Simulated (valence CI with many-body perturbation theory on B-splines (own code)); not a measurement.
Missing levels of Ni XXIII

Computed by configuration interaction combined with many-body perturbation theory (CI+MBPT): four valence electrons over a frozen Dirac-Fock core [He], radial functions for each j: 11 s, 11 p, 9 d, 7 f, 5 g, 2 h, 1 i, with the one-electron correlation potential Σ1 (screened to all orders), the two-electron term Σ2, the three-electron term Σ3, Breit, model QED; selected single and double excitations, second order for the rest (own B-spline code, finite nucleus).

No measured levels were compared; by estimate levels of excited configurations hold to 0.05 to 0.15 % of their energy, terms of the ground configuration to about 0.5 %. Among the levels kept, up to 270 cm⁻¹ of a level comes from second order outside the variational space, and about a tenth of that is noise between levels of different J, which matters for small intervals.

| Level | E (eV) |
| --- | --- |
| 2s²2p² ³P_0 | 0.00 |
| 2s²2p² ³P_1 | 13.60 |
| 2s²2p² ³P_2 | 20.07 |
| 2s²2p² ¹D_2 | 40.25 |
| 2s²2p² ¹S_0 | 57.66 |
| 2s2p³ ⁵S°_2 | ? |
| 2s2p³ ³D°_1 | ? |
| 2s2p³ ³D°_2 | ? |
| 2s2p³ ³D°_3 | 116.67 |
| 2s2p³ ³P°_0 | 132.01 |
| 2s2p³ ³P°_1 | 133.72 |
| 2s2p³ ³P°_2 | 136.99 |
| 2s2p³ ³S°_1 | ? |
| 2s2p³ ¹D°_2 | 161.81 |
| 2s2p³ ¹P°_1 | 181.19 |
| 2p⁴ ³P_2 | 231.22 |
| 2p⁴ ³P_0 | ? |
| 2p⁴ ³P_1 | ? |
| 2p⁴ ¹D_2 | 258.01 |
| 2p⁴ ¹S_0 | 291.39 |

Names give the largest LS component (configuration and term), which can be under half, so a name can repeat, a term be missing and a line seem to break the LS rules; names also repeat where a configuration has a term twice.

(1) The levels stand in rising order. What does the calculation give for the missing energies?

Results:

(1) 2s2p³ ⁵S°_2 72.68; 2s2p³ ³D°_1 110.87; 2s2p³ ³D°_2 111.56; 2s2p³ ³S°_1 155.10; 2p⁴ ³P_0 245.18; 2p⁴ ³P_1 247.87.
